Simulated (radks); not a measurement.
The numbers below are computed, except where a source is named.
Initial-state core-level shifts of the chlorine ion Cl3+ when its valence configuration changes from [Ne] 3s2 3p2. Code: a radial shooting solver on a logarithmic mesh with Libxc functionals. Model: scalar-relativistic Kohn-Sham, BLYP, spin-polarised, spherical densities, finite nucleus; open shells are filled with parallel spins first; Fermi nuclear charge, rms radius 3.3654 fm. Shifts are changes of the shell-averaged eigenvalues in eV (positive: less bound); the change of the density at the nucleus, which sets a Mossbauer isomer shift, is in e/bohr^3, on a base of 3615.

| valence | 1s | 2s | 2p | density at nucleus |
|---|---|---|---|---|
| 3s1 3p3 | -0.358 | -0.481 | -0.445 | -16.3818 |
| 3p4 | -1.994 | -2.114 | -2.051 | -33.1929 |
| 3s1.5 3p2.5 | -0.232 | -0.288 | -0.271 | -8.1788 |
| 3s0.5 3p3.5 | -1.231 | -1.346 | -1.298 | -24.7674 |
